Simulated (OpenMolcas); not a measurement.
# Ag2+ in a point-charge field

Ag2+ among 4 point charges of -2 e arranged as a tetrahedron (Td), 2.11 Å from the ion.

```yaml
Program: OpenMolcas
Method: "SS-CASPT2, IPEA 0.25 Eh, imaginary shift 0.1 Eh (closed shells correlated: 4s 4p)"
Basis: ANO-RCC-VTZP [7s6p4d2f1g]
Scalar_Hamiltonian: DKH2, point nucleus
Active_space: 9 electrons in 5 orbitals (4d)
State_averaging: 2S+1 = 2 even, 5 roots
Spin-orbit_coupling: RASSI with atomic mean-field integrals over the reference wave functions
```

The lowest spin-free states (labels of Td), above the lowest:

| State | Degeneracy | E (cm-1) | Free-ion L (%) |
| --- | --- | --- | --- |
| 2T2 | 3 | 0 | D (100) |
| 2E | 2 | 2170 | D (100) |

The lowest levels with spin-orbit coupling:

```
E (cm-1)  Degeneracy  Label  2S+1               g
       0           2     Γ7     2  1.99 1.99 1.99
    1020           4     Γ8     2                
    5530           4     Γ8     2
```

Powder χT (cm3 K/mol): 0.375 at 2 K, 0.388 at 10 K, 0.455 at 50 K, 0.54 at 100 K, 0.708 at 200 K, 0.871 at 300 K. The effective moment at 300 K is 2.828 √(χT) = 2.64 μB.

The lowest level has 2S+1 = 2, for which the spin-only value is χT = S(S+1) / 2 = 0.375 cm3 K/mol (g = 2). The computed 0.871 at 300 K differs by +0.496, through orbital momentum, spin-orbit coupling and any other state in reach. With a threefold ground state the orbital momentum is unquenched, so the spin-only value is not expected to hold.

The gap between the two states is 10Dq = -2167 cm-1 (negative for this site).

Roots that are degenerate in the reference are averaged as groups; the widest CASPT2 spread within a group is 53 cm-1 (the 3-fold group of multiplicity 2 near 0 cm-1 above the lowest state of its run). Shifts and gaps below about the spread of the groups concerned are not significant. An orbital triplet at a regular site is open to Jahn-Teller coupling, which can distort the site and quench the lowest spin-orbit gaps and is left out. The ground term spreads over less than 5000 cm-1, several times less than with real ligands, so orbital moments are less quenched and χT lies further from the spin-only value than at real sites. Free-ion shares, where given, are those of the reference states; single-state CASPT2 does not remix them. This is an electrostatic model: the charges have no orbitals. No measured value stands beside these numbers.
